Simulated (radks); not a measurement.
Question: These are the eigenvalues of the occupied orbitals of an atom or ion with whole-number occupations (eV). Calculated with a radial shooting solver on a logarithmic mesh with Libxc functionals: scalar-relativistic Kohn-Sham, B86b exchange with PBE correlation, spin-polarised, spherical densities, finite nucleus; Fermi nuclear charge, rms radius of each element as measured or else 0.836 A^(1/3) + 0.57 fm.

1s up: -9924.806
1s down: -9914.384
2s up: -2000.551
2s down: -1982.690
2p up: -1880.576
2p down: -1859.258

Which element is it, and in what charge state? The configuration may be excited. Open shells, if any, are filled with parallel spins first.

Answer: Z = 29, copper, charge +21: Cu21+ in [He] 2s2 2p4. The list shows which subshells hold electrons but not how many an open one holds; the 1s level, -364.73 hartree, gives Z - s = 27.0 by -(Z - s)^2/2, which with screening and relativity narrows Z to a few neighbours, and the depths of the outer levels then fix element, charge and occupations together.
